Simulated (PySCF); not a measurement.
Al(F)(Et)(NH2) (C2H7AlFN), SMILES [F][Al]([CH2]C)[NH2].

Coordinates come from a B3LYP-D3(BJ)/def2-SVP optimisation. The structure was generated by enumeration; whether it is a known compound was not checked. One conformer was computed; it need not be the lowest.

Two levels are set side by side: TDDFT-PBE/def2-SVPD (PySCF) and TDDFT-M06-2X/def2-SVPD (PySCF). Vertical, same geometry. The lowest singlet is HOMO→LUMO 99 % with PBE and HOMO→LUMO 87 % with the other functional; states are paired by order. Differences are taken from unrounded values.

```csv
quantity,TDDFT-M06-2X
lowest singlet excitation (eV),6.20
lowest triplet excitation (TDA) (eV),5.89
first bright state (f over 0.05) (eV),6.20
its oscillator strength,0.06
```

**Question.** What does TDDFT-PBE give, and how far is it from TDDFT-M06-2X? (Estimate from the structure and the level; the computed values follow.)

**Answer.** 
```json
[
 {"quantity": "lowest singlet excitation (eV)", "TDDFT-PBE": "5.23", "TDDFT-PBE minus TDDFT-M06-2X": "-0.97"},
 {"quantity": "lowest triplet excitation (TDA) (eV)", "TDDFT-PBE": "4.92", "TDDFT-PBE minus TDDFT-M06-2X": "-0.97"},
 {"quantity": "first bright state (f over 0.05) (eV)", "TDDFT-PBE": "5.83", "TDDFT-PBE minus TDDFT-M06-2X": "-0.36"},
 {"quantity": "its oscillator strength", "TDDFT-PBE": "0.05", "TDDFT-PBE minus TDDFT-M06-2X": "-0.01"}
]
```

A lower first singlet is the usual sign of a functional without exact exchange. Differences between two approximate levels are no errors against the true value.

Rough cost on one machine, each run with all the roots and properties that it gave: TDDFT-M06-2X against TDDFT-PBE about 20 times.
